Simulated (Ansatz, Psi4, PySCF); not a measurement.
Molecule: CH6BOSi, net charge 0, doublet state. SMILES: [SiH2](C)[B]O
Structure (B3LYP-D3(BJ)/def2-TZVP (Ansatz, a first-principles code) minimum search):
```
Si
H 1 1.4865
H 1 1.4865 2 107.22
C 1 1.8869 2 109.72 3 119.11
H 4 1.0913 1 110.80 2 61.33
H 4 1.0913 5 107.94 1 -121.49
H 4 1.0922 5 108.18 6 -116.85
B 1 2.0144 2 106.31 3 -113.39
O 8 1.3366 1 128.79 2 -122.99
H 9 0.9654 8 115.64 1 180.00
```
Charge 0, spin multiplicity 2.

Wanted: size of the dipole moment, in D. Set-up: UHF or UKS for open shells; six Cartesian d functions in 6-31G* and its kin unless marked 5d; 6-311+G** with 5d, 6d on Na to Ar in Ansatz; non-relativistic; dispersion terms only where a functional's name holds one; no spin-orbit coupling; LANL2DZ with its own core potentials from Na on. Ab initio and DFT rows: single points at B3LYP-D3(BJ) geometries (Ansatz).

```
level               program  size of the dipole moment (D)
------------------  -------  -----------------------------
PBE/3-21G            Ansatz                           2.01
PBE/LANL2DZ          Ansatz                           1.58
BLYP/6-31G*          Ansatz                           1.91
BP86/def2-SVP         PySCF                           1.94
B3LYP/3-21G          Ansatz                           1.92
B3LYP/LANL2DZ        Ansatz                           1.51
B3LYP/6-31G*         Ansatz                           1.82
B3LYP/6-31G**        Ansatz                           1.81
B3LYP/6-311+G**      Ansatz                           1.57
M06-2X/6-31G* (5d)    PySCF                           1.80
M06-2X/6-311+G**      PySCF                           1.50
wB97X-D/6-31G*         Psi4                           1.80
B3PW91/6-31G* (5d)    PySCF                           1.82
```

No value to compare with is used here. The 13 habitual levels span 1.50 (M06-2X/6-311+G**) to 2.01 D (PBE/3-21G).

The levels are drawn from those run, B3LYP/6-31G* more often than the rest, none by its result; left out are runs that failed, that the program found above a lower state of the same kind, or whose <S^2> lies over 0.5 above the pure value.
